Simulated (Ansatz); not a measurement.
Basis-set extrapolation for `[CH3][Al-]1([F])[O]C(C(F)(F)F)=CC(C(F)(F)F)=[O+]1` (PBE0-D4/def2-TZVP geometry, frozen core, Ansatz). Multiplicity 1, RHF reference.

```
                       def2-TZVPP    def2-QZVPP
                 HF  -1317.924845  -1317.979184
    MP2 correlation     -3.201013     -3.474666
CCSD(T) correlation     -3.344047       not run
```

Energies in hartree. Use E(X) = E(∞) + A·exp(−7.88·√X) for Hartree–Fock and E(X) = E(∞) + B·X^(−2.97) for correlation, with X = 3 and 4, and add CCSD(T) minus MP2 of the smaller set to the MP2 limit.

Problem. What is the CCSD(T) energy at the basis-set limit?

Solution. HF limit: -1317.979184 + (-0.054339) × 0.13774 = -1317.98667. MP2 limit: -3.474666 + (-0.273653) × 0.74074 = -3.67737. Higher-order term: -3.344047 − (-3.201013) = -0.14303. Total: -1321.80707 hartree, 1413.0 kJ/mol below CCSD(T)/def2-TZVPP.
